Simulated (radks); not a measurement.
Q: These are the eigenvalues of the occupied orbitals of an atom or ion with whole-number occupations (hartree). All-electron calculation, scalar-relativistic Kohn-Sham, SCAN, spin-polarised, spherical densities, finite nucleus; meta-GGA in the generalised Kohn-Sham scheme; Fermi nuclear charge, rms radius of each element as measured or else 0.836 A^(1/3) + 0.57 fm. Program: a radial shooting solver on a logarithmic mesh with Libxc functionals.

orbital  eigenvalue
1s up     -3059.241
1s down   -3059.236
2s up     -543.5438
2s down   -543.5400
2p up     -468.7120
2p down   -468.7063
3s up     -129.7062
3s down   -129.7021
3p up     -107.9623
3p down   -107.9572
3d up     -85.01375
3d down   -85.00769
4s up     -29.00571
4s down   -28.99752
4p up     -21.84364
4p down   -21.83686
4d up     -13.30764
4d down   -13.30008
5s up      -4.72974
5s down    -4.63763
4f up      -3.88234
4f down    -3.87288
5p up      -2.78829
5p down    -2.69025
5d up      -0.58830
5d down    -0.53493
6s up      -0.36959
6s down    -0.36250
6p up      -0.10154

Which element is it, and in what charge state? The configuration may be excited. Open shells, if any, are filled with parallel spins first.

A: Z = 80, mercury, charge 0: Hg in [Kr] 4d10 4f14 5s2 5p5 5d10 6s2 6p1. The list shows which subshells hold electrons but not how many an open one holds; the 1s level, -3059.2 hartree, gives Z - s = 78.2 by -(Z - s)^2/2, which with screening and relativity narrows Z to a few neighbours, and the depths of the outer levels then fix element, charge and occupations together.
